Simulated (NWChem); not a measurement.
Molecule: NbClF₄; SMILES [F][Nb]([F])([Cl])([F])[F]

Program: NWChem. Medium grid unless said otherwise, to which SCAN and Minnesota functionals are sensitive. The geometry was optimised at PBE0/def2-SVP. No frequency run checked for a minimum. def2 effective core potentials on Nb; no spin-orbit coupling. Total energies of different functionals are on different scales.

| level | energy (Ha) | highest occupied level (eV) | orbital gap (eV) | dipole (D) |
|---|---|---|---|---|
| B3LYP/def2-SVP | -916.4346 | -10.59 | 7.13 | 1.33 |
| PBE/def2-SVP | -915.8861 | -9.31 | 5.46 | 1.09 |
| HCTH/407/def2-SVP | -916.5917 | -9.53 | 5.35 | 1.09 |
| MN15/def2-SVP | -915.8335 | -11.64 | 8.84 | 1.22 |
| revPBE/def2-SVP | -916.2430 | -9.26 | 5.47 | 1.04 |
| SCAN/def2-SVP | -916.3839 | -9.86 | 5.88 | 1.14 |
| CAM-B3LYP/def2-SVP | -916.2824 | -12.26 | 10.09 | 1.28 |
